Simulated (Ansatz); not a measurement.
Calculated with Ansatz (gas phase, PBE0-D4/def2-TZVP geometries, no zero-point term in ΔE). CCSD(T)/CBS adds triple-zeta CCSD(T) − MP2 to the extrapolated MP2 energy (def2 sets, frozen cores). Functionals use def2-TZVPP. B3LYP here is the variant with VWN-RPA as its local correlation; programs differ in this. def2 core potentials past Kr. For In outer-core shells are correlated without core-valence functions, which leaves a few kJ/mol of doubt a bond. Each species was taken in one conformer, which may not be the lowest.

Consider the redistribution: `C[O][In]([CH3])[SH]` + `C=C[SiH](N)Cl` → `[CH3][InH][SH]` + `C=C[Si](N)(Cl)OC`.

`C[O][In]([CH3])[SH]`:

Z-matrix (Å, degrees):
```
C
O 1 1.399
H 1 1.098 2 110.5
H 1 1.101 2 114.0 3 -120.7
H 1 1.098 2 110.3 3 118.8
In 2 1.990 1 123.4 3 118.1
S 6 2.373 2 107.3 1 -179.3
C 6 2.135 2 120.8 1 0.7
H 7 1.345 6 91.2 2 0.1
H 8 1.090 6 109.4 2 46.7
H 8 1.089 6 110.2 2 167.4
H 8 1.091 6 109.3 2 -72.5
```

`C=C[SiH](N)Cl`:

Cartesian coordinates in Å:
```
C 0.998 1.240 -1.269
C 0.860 0.076 -0.643
Si -0.719 -0.560 0.082
N -0.453 -0.961 1.716
Cl -2.177 0.887 -0.227
H 0.159 1.918 -1.399
H 1.951 1.564 -1.677
H 1.735 -0.566 -0.543
H -1.234 -1.778 -0.584
H 0.008 -0.306 2.327
H -1.129 -1.514 2.218
```

`[CH3][InH][SH]`:

Z-matrix (Å, degrees):
```
C
In 1 2.143
H 1 1.090 2 110.4
H 1 1.092 2 109.4 3 -119.8
H 1 1.091 2 110.4 3 121.2
S 2 2.399 1 116.6 3 14.0
H 2 1.716 1 130.3 3 -166.4
H 6 1.343 2 94.4 1 -0.4
```

`C=C[Si](N)(Cl)OC`:

Cartesian coordinates in Å:
```
C -1.317 -1.996 1.541
C -1.268 -0.782 1.003
Si 0.008 -0.206 -0.200
N -0.511 0.118 -1.792
Cl 1.439 -1.676 -0.428
O 0.635 1.146 0.456
C 1.660 1.921 -0.127
H -2.102 -2.289 2.231
H -0.568 -2.749 1.315
H -2.045 -0.068 1.277
H -0.485 -0.606 -2.490
H -1.244 0.786 -1.970
H 1.660 2.901 0.354
H 1.502 2.050 -1.202
H 2.635 1.451 0.032
```

```csv
level,ΔE (kJ/mol),difference from CCSD(T)/CBS
PBE-D4,-73.9,2.4
r2SCAN-D4,-82.3,-6.0
PBE0-D4,-83.7,-7.4
ωB97X-V,-83.2,-6.9
ωB97M-V,-88.5,-12.2
B2PLYP,-77.3,-1.0
r2SCAN,-81.1,-4.8
B3LYP,-76.6,-0.3
HF/def2-TZVPP,-92.5,-16.2
SCS-MP2/def2-TZVPP,-78.8,-2.5
CCSD/def2-TZVPP,-84.7,-8.4
CCSD(T)/def2-TZVPP,-81.7,-5.4
HF/def2-QZVPP,-92.3,-16.0
MP2/def2-QZVPP,-76.8,-0.5
SCS-MP2/def2-QZVPP,-76.0,0.3
MP2/CBS(def2),-74.6,1.7
CCSD(T)/CBS,-76.3,0
```

Largest T1 diagnostic among the species: 0.015.

From PBE to PBE0 (25 % exact exchange), in def2-TZVPP and without D4, ΔE moves by −10.4 kJ/mol. The D4 term adds −6.5 kJ/mol with B3LYP and −3.6 kJ/mol with PBE0; it sums over pairs of atoms, weighted by their polarisabilities, and B3LYP, whose exchange is more repulsive, gets the larger term. In def2-TZVPP, CCSD(T) changes the Hartree–Fock value by +10.8 kJ/mol (the triples alone add +3.0 kJ/mol) and MP2 by +12.5 kJ/mol.
